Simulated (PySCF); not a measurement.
# CI: energy against distance

Set-up: PySCF, scalar-relativistic core potentials, basis sets C def2-TZVPP, I def2-TZVPP with ECP28. Energies in eV from C + I in their ground configurations at the same level. State: ²Π (doublet), unpaired electrons π ↑.

All columns are PBE0. A positive dipole means C(−)I(+).

```tsv
R (Å)	E (eV)	μ (D)	Mulliken charge on C (basis-dependent)	HOMO (eV)	LUMO (eV)	Mayer bond order	⟨S²⟩
1.743	-2.061	2.89	-0.38	-5.65	-3.04	1.84	0.76
1.824	-2.652	2.59	-0.32	-5.87	-3.21	1.78	0.76
1.905	-2.969	2.26	-0.26	-6.10	-3.38	1.72	0.76
1.966	-3.078	2.00	-0.21	-6.27	-3.51	1.67	0.76
2.027	-3.105	1.74	-0.17	-6.44	-3.65	1.62	0.76
2.088	-3.070	1.47	-0.12	-6.60	-3.78	1.58	0.76
2.169	-2.953	1.12	-0.07	-6.81	-3.96	1.52	0.76
2.270	-2.730	0.68	-0.01	-7.04	-4.19	1.46	0.76
2.392	-2.398	0.18	0.04	-7.27	-4.44	1.38	0.77
2.554	-1.910	-0.43	0.09	-7.46	-4.76	1.30	0.78
```

A fit through these points gives, at Re = 2.020 Å, μ = 1.76 D and dμ/dR = -4.36 D/Å; the reduced mass is 10.96 u.

How strong is the fundamental in the double-harmonic approximation, I = 42.26·(dμ/dR)²/μred km/mol?

I = 42.26·(-4.36)²/10.96 = 73.3 km/mol at PBE0.

Spin–orbit coupling is left out, which matters for elements this heavy, above all for dissociation energies. The state was picked by a PBE0 search and need not be the measured ground state.
